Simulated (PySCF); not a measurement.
From a computed spectrum to the compound

A species of 5 atoms with charge 3 has these harmonic modes (PBE0, small Gaussian bases with core potentials, PySCF 2.14.0):

```
cm⁻¹  km/mol  symmetry
 260    60.9        b2
 280    68.8        b1
 460    17.0        a1
1172    19.4        b2
1245     5.6        b1
1436   313.6        a1
1541   280.9        a1
3006    96.8        a1
3160   110.0        b2
```

(1) Which species is it, and in which structure?

Answers

(1) [Lu(H2CO)]3+ (singlet in the valence; each metal's 4f electrons, 14 of them, lie in its core potential, out of spins and levels):
```xyz
5

Lu    0.0000    0.0000   -0.3864
O     0.0000    0.0000    1.6224
C     0.0000    0.0000    2.8941
H     0.9737    0.0000    3.4356
H    -0.9737    0.0000    3.4356
```
Ideal gas at 298.15 K and 1 bar: S = 281.5 J/(mol K), Cp = 55.7 J/(mol K), H − H(0 K) = 13.1 kJ/mol (rigid rotor, harmonic modes, spin degeneracy alone, that of the 4f electrons in the core included). An lcecp potential fixes the number of 4f electrons, so in runs with it no electron can move into or out of that shell.
 Other answers can fit too; this one was computed.
